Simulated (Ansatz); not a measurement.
Reaction (redistribution): `C[O][In]([OH])[SH]` + `Cl[Si]Br` → `C[O][In]([OH])[Br]` + `S[Si]Cl`

Computed with Ansatz on PBE0-D4/def2-TZVP structures; ΔE is electronic, products minus reactants. CBS: MP2 limit from def2 TZ/QZ plus the TZ coupled-cluster correction, frozen cores. This one scheme is used for every species. DFT in def2-TZVPP. B3LYP here is the variant with VWN-RPA as its local correlation; programs differ in this. def2 core potentials past Kr. For Br, In outer-core shells are correlated without core-valence functions, which leaves a few kJ/mol of doubt a bond. Scalar relativity is left out up to krypton. Each species was taken in one conformer, which may not be the lowest.

`C[O][In]([OH])[SH]`:

Z-matrix (Å, degrees):
```
C
O 1 1.409
H 1 1.095 2 108.5
H 1 1.097 2 113.5 3 119.8
H 1 1.097 2 111.3 3 -118.5
In 2 1.970 1 121.7 3 -151.3
S 6 2.362 2 119.9 1 -176.1
O 6 1.978 2 113.7 1 5.0
H 7 1.345 6 91.9 2 0.9
H 8 0.960 6 113.4 2 178.3
```

`Cl[Si]Br`:

Cartesian coordinates in Å:
```
Cl 0.020 1.629 0.492
Si -0.327 -0.401 0.752
Br 0.306 -1.228 -1.244
```

`C[O][In]([OH])[Br]`:

Cartesian coordinates in Å:
```
C -0.835 0.798 -1.232
O -0.353 -0.388 -0.645
In 0.666 -0.421 1.037
O 1.315 -2.149 1.709
Br 1.071 1.668 2.233
H -1.905 0.689 -1.442
H -0.319 0.985 -2.180
H -0.708 1.686 -0.601
H 1.069 -2.867 1.120
```

`S[Si]Cl`:

```xyz
4

S    -0.448   -0.047    1.038
Si    0.492    0.360   -0.835
Cl    0.111   -1.486   -1.728
H    -0.155    1.173    1.526
```

| level | ΔE (kJ/mol) | difference from CCSD(T)/CBS |
| --- | --- | --- |
| PBE-D4 | -18.0 | 2.9 |
| r2SCAN-D4 | -21.7 | -0.8 |
| B3LYP-D4 | -18.7 | 2.2 |
| ωB97X-V | -21.9 | -1.0 |
| PBE | -17.5 | 3.4 |
| CCSD/def2-TZVPP | -20.8 | 0.1 |
| HF/def2-QZVPP | -27.8 | -6.9 |
| SCS-MP2/def2-QZVPP | -20.6 | 0.3 |
| MP2/CBS(def2) | -19.9 | 1.0 |
| CCSD/CBS(def2) | -21.3 | -0.4 |
| CCSD(T)/CBS | -20.9 | 0 |

Largest T1 diagnostic among the species: 0.016.

In def2-TZVPP, CCSD(T) changes the Hartree–Fock value by +7.2 kJ/mol (the triples alone add +0.4 kJ/mol) and MP2 by +8.2 kJ/mol.
